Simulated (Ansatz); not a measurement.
Mulliken charges of GeH4S2Si (`[SiH3][GeH]1[S][S]1`) from r2SCAN/def2-TZVPP in Ansatz (PBE0-D4/def2-TZVP geometry).

```json
{"atom": "Si1", "x (Å)": "-0.686", "y (Å)": "1.064", "z (Å)": "-0.499", "charge (e)": "0.195"}
{"atom": "Ge2", "x (Å)": "0.104", "y (Å)": "-0.978", "z (Å)": "0.404", "charge (e)": "0.387"}
{"atom": "S3", "x (Å)": "1.941", "y (Å)": "-0.799", "z (Å)": "1.607", "charge (e)": "-0.245"}
{"atom": "S4", "x (Å)": "2.067", "y (Å)": "-1.622", "z (Å)": "-0.360", "charge (e)": "-0.245"}
{"atom": "H5", "x (Å)": "-1.448", "y (Å)": "0.789", "z (Å)": "-1.744", "charge (e)": "-0.045"}
{"atom": "H6", "x (Å)": "-1.576", "y (Å)": "1.726", "z (Å)": "0.488", "charge (e)": "-0.045"}
{"atom": "H7", "x (Å)": "0.511", "y (Å)": "1.889", "z (Å)": "-0.777", "charge (e)": "-0.028"}
{"atom": "H8", "x (Å)": "-0.821", "y (Å)": "-2.127", "z (Å)": "0.826", "charge (e)": "0.024"}
```

Problem. By hand: the dipole of these point charges (1 e Å = 4.8032 D).

Solution. Σ q r = (-0.973, 0.205, -0.148) e Å, of length 1.005 e Å = 4.83 D.

Problem. How does the dipole of the full density compare? (Estimate.)

Solution. Ansatz gave: (-0.571, 0.210, -0.125) e Å, 2.98 D; the point charges give 1.62 times that, at 9° from its direction.

Point charges leave out the atoms' own dipoles, such as those of lone pairs, and Mulliken's split depends on the basis, so the two needn't agree.
